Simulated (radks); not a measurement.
Kinetic energies: the exact non-interacting value of the Kohn-Sham orbitals and orbital-free approximations, in hartree. Species: O+ [He] 2s2 2p3; Te4+ [Kr] 4d10 5s2; Mo [Kr] 4d5 5s1; Si3+ [Ne] 3s1; Cs [Xe] 6s1. All-electron calculation, non-relativistic Kohn-Sham, exchange-only LDA, spin-polarised, spherical densities, point nucleus. Program: a radial shooting solver on a logarithmic mesh with Libxc functionals. Every spin shell is full or empty, so the densities are truly spherical. Functionals are evaluated on that one density, not self-consistently.

functional         O+     Te4+       Mo     Si3+       Cs
exact         73.5558  6600.46  3969.33  285.174  7545.28
Thomas-Fermi   66.975   6254.6   3748.0   263.61   7155.0
TF + vW        124.73   8962.6   5494.4   445.41    10192
TF + vW/9      73.393   6555.5   3942.0   283.81   7492.5
LC94           73.633   6604.5   3972.0   285.66   7548.3
APBEK          73.692   6607.9   3974.6   286.02   7551.9
revAPBEK       74.137   6619.4   3982.4   287.15   7564.6
Perdew 92      73.405   6556.1   3942.4   283.85   7493.1
Thakkar        73.667   6561.4   3949.1   285.20   7497.6
Pearson        71.357   6540.1   3930.6   280.27   7476.2
LKT            105.36   7847.6   4783.2   378.22   8937.1
PG1            100.37   7579.6   4610.6   361.03   8636.3
Ernzerhof      74.409   6573.5   3954.3   285.96   7512.2
